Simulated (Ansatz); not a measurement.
Basis-set extrapolation for C2H9BO (`[BH3-][O+](C)C`) (PBE0-D4/def2-TZVP geometry, frozen core, Ansatz 0.2.0). Multiplicity 1, RHF reference.

|  | def2-TZVPP | def2-QZVPP |
| --- | --- | --- |
| HF | -180.548606 | -180.557708 |
| MP2 correlation | -0.732112 | -0.780415 |
| CCSD(T) correlation | -0.807600 | not run |

Energies in hartree. Use E(X) = E(∞) + A·exp(−7.88·√X) for Hartree–Fock and E(X) = E(∞) + B·X^(−2.97) for correlation, with X = 3 and 4, and add CCSD(T) minus MP2 of the smaller set to the MP2 limit.

**Question.** What is the CCSD(T) energy at the basis-set limit?

**Answer.** HF limit: -180.557708 + (-0.009102) × 0.13774 = -180.55896. MP2 limit: -0.780415 + (-0.048303) × 0.74074 = -0.81619. Higher-order term: -0.807600 − (-0.732112) = -0.07549. Total: -181.45064 hartree, 59.3 kcal/mol below CCSD(T)/def2-TZVPP.
